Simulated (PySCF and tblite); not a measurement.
Values are calculated unless marked as measured or tabulated.
C5H7BrO, numbered as in [Br:1][C@@H:2]1[CH:3]=[CH:4][O:5][CH2:6][CH2:7]1.

Level: PBE0-D3(BJ)/pcSseg-1//GFN2-xTB, thermal terms from GFN2-xTB, symmetry numbers and mirror pairs counted. Conformers within 3 kcal/mol (GFN2-xTB free energy) were kept, 10 at most. GIAO shieldings: PBE0/pcSseg-1. Shifts are against TMS (¹H), TMS (¹³C) at the same level; of two unlike H on one atom, a is the less shielded. Programs: PySCF with density fitting and tblite.

(1) Predict the averaged NMR shifts at 298.15 K.

(2) How do the conformers differ?

Spin–orbit effects of the heavy atoms on shieldings are missing. At a carbon that bears Br the missing effect is some 10 ppm, beside I tens of ppm. Shifts are unscaled: against experiment ¹³C can be off by 15 ppm or more and ¹H by 0.8 ppm.

Answers

(1) ¹H: 6.64 (H4, 1H), 5.22 (H3, 1H), 4.89 (H2, 1H), 4.74 (H6a, 1H), 4.32 (H6b, 1H), 2.41 (H7a, 1H), 2.05 (H7b, 1H) ppm. ¹³C: 155.9 (C4), 109.7 (C3), 64.4 (C6), 58.2 (C2), 36.3 (C7) ppm.

(2) The 6-ring runs over atoms 2–3–4–5–6–7.
```json
{"conformer": "1", "shape": "6-ring half-chair (ring torsions 3, 12, -43, 60, -44, 15°)", "weight %": "98.5"}
{"conformer": "2", "shape": "6-ring half-chair (ring torsions -4, -8, 41, -61, 47, -18°)", "weight %": "1.6"}
```

| signal | 1 | 2 | average |
| --- | --- | --- | --- |
| H2 | 4.89 | 4.91 | 4.89 |
| H3 | 5.22 | 5.05 | 5.22 |
| H4 | 6.64 | 6.55 | 6.64 |
| H6a | 4.75 | 4.34 | 4.74 |
| H6b | 4.32 | 3.95 | 4.32 |
| H7a | 2.41 | 2.14 | 2.41 |
| H7b | 2.05 | 2.32 | 2.05 |
| C2 | 58.3 | 56.3 | 58.2 |
| C3 | 109.6 | 110.7 | 109.7 |
| C4 | 156.0 | 153.2 | 155.9 |
| C6 | 64.3 | 68.4 | 64.4 |
| C7 | 36.3 | 38.0 | 36.3 |
